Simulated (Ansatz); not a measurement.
System: C2H5F, charge 0, singlet. C2H5F (fluoroethane, SMILES C(F)C).
B3LYP-D3(BJ)/def2-TZVP minimum from Ansatz (an electronic-structure program):
```xyz
8

C      1.1749    -0.1488     0.2623
C     -0.3123    -0.4021     0.2278
F     -0.9475     0.5899    -0.5283
H      1.6692    -0.9237     0.8528
H      1.5927    -0.1644    -0.7450
H      1.3912     0.8196     0.7152
H     -0.7514    -0.3742     1.2278
H     -0.5492    -1.3616    -0.2375
```
Charge 0, spin multiplicity 1.

Property: atomisation energy (electronic, to ground-state atoms), in kJ/mol. UHF or UKS for unpaired electrons; spin-orbit terms are left out. CBS(X,Y): correlation extrapolated as X^-3, Hartree-Fock from the larger set (Q,5: extrapolated as (X+1)exp(-9√X)). A bracket is a step between two methods taken in the basis named. Functionals run without relativity, which enters their misses. Double hybrids freeze cores in their MP2 part. 'core' is core correlation in cc-pwCVTZ, 'X2C' scalar relativity in cc-pVTZ-DK, both at CCSD(T). Where a partner has so few electrons that a lower coupled-cluster level is exact, that level stands in.

CCSD(T)/CBS(cc-pVQZ,cc-pV5Z) + [CCSDT(Q) - CCSD(T)]/cc-pVDZ + core + X2C (Ansatz) gives 3019.1 kJ/mol.

Q: What does PBE/def2-TZVPD (Ansatz) give here, and how do the other levels compare?

A: PBE gives 3059.5 kJ/mol, 40.4 kJ/mol above it. Differences of the others: r2SCAN/def2-TZVPD (Ansatz) -6.5; B3LYP/def2-TZVPD (Ansatz) -17.2; PBE0/def2-TZVPD (Ansatz) -6.5; B2PLYP/def2-TZVPD (Ansatz) -39.1; CCSD(T)/CBS(cc-pVQZ,cc-pV5Z) + core + X2C (Ansatz) -1.8 kJ/mol. Nearer than PBE: r2SCAN/def2-TZVPD, B3LYP/def2-TZVPD, PBE0/def2-TZVPD, B2PLYP/def2-TZVPD, CCSD(T)/CBS(cc-pVQZ,cc-pV5Z) + core + X2C.
